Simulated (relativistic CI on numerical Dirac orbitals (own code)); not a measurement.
## Sensitivity of the levels of Dy⁺ to α and to the nuclear radius

Method of calculation: Dirac-Coulomb-Breit CI, separate exchange-only KLI orbitals for each configuration, valence Slater integrals scaled by 0.85, P86 correlation energy added to each configuration, derivatives by finite differences, QED left out (own radial code, finite nucleus).

Configuration list (outside the closed core [Xe]): 4f¹⁰6s, 4f⁹6s², 4f¹⁰7s, 4f¹¹, 4f⁹7s². The list is cut by size and lacks configurations that can hold low levels.

With x = (α/α₀)² − 1 an excitation energy changes as ω = ω₀ + qx; K = 2q/ω₀ is the relative enhancement. Terms are leading LS components, so labels can repeat. The field-shift factor is F = δν/δ⟨r²⟩ for the transition from the lowest level.

Lowest level 4f⁹6s² ⁶H°15/2.

```
         Level  ω₀ (cm⁻¹)  q (cm⁻¹)  F (GHz/fm²)
 4f¹⁰6s ⁶I17/2     2201.2     43610        -28.1
 4f¹⁰6s ⁴I15/2     3322.7     44010        -28.5
4f⁹6s² ⁶H°13/2     3479.8      3642        0.154
4f⁹6s² ⁶H°11/2     5818.3      5171        0.246
 4f¹⁰6s ⁶I15/2     6677.4     47820        -28.1
 4f¹⁰6s ⁶I13/2     7203.0     48150        -28.1
 4f⁹6s² ⁶H°9/2     7638.9      6516        0.321
4f⁹6s² ⁶F°11/2     8588.3      2307        0.264
 4f⁹6s² ⁶H°7/2     9055.2      7659        0.381
 4f⁹6s² ⁶F°9/2     9719.7      1899        0.298
 4f¹⁰6s ⁶I11/2     9867.4     50270        -27.9
 4f¹⁰6s ⁴I13/2     9950.9     50110        -28.1
 4f⁹6s² ⁶H°5/2    10105.9      8458        0.424
```

Correlation outside the listed configurations is missing or only estimated: errors of thousands of cm⁻¹ between configurations and terms are usual at this charge. Rates and lifetimes follow the computed energies and can be off by large factors. The fine structure of a lone outer electron comes out too small, for d and f at times inverted, and misplaced configurations move strength between like terms. The computed lowest level isn't the tabulated ground level, which NIST ASD gives as 4f10 (5I<8>) 6s<1/2> (8,1/2)17/2.

(1) Which transition from the lowest level has the largest |K|?

Results:

(1) 4f¹⁰6s ⁶I17/2 at 2201.2 cm⁻¹, K = 39.6.
